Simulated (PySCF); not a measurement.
All values below come from TPSSh-D3(BJ)/def2-TZVP // r2SCAN-D4/def2-SVP in PySCF. Gas-phase values, no solvent. One relaxed conformer stands for a flexible species; it need not be the lowest. 

Reference species: [Ti(Cl)4] (neutral, multiplicity 1).

```yaml
HOMO: -8.92 eV
HOMO–LUMO gap: 4.65 eV
charge on the central atom (meta-Löwdin): 1.11 e
LUMO: -4.27 eV
```

Changed species: [Ti(Cl)2(NH2)2] (2 of 4 Cl replaced by NH2; the reference has 0 of 4 Cl replaced by NH2).

### Question
What does the change do to the HOMO, HOMO–LUMO gap, charge on the central atom (meta-Löwdin) and LUMO?

### Answer
the HOMO rises by 1.77 eV, to -7.15 eV; the HOMO–LUMO gap drops by 0.36 eV, to 4.29 eV; the charge on the central atom (meta-Löwdin) goes up by 0.07 e, to 1.18 e; the LUMO increases by 1.41 eV, to -2.86 eV.
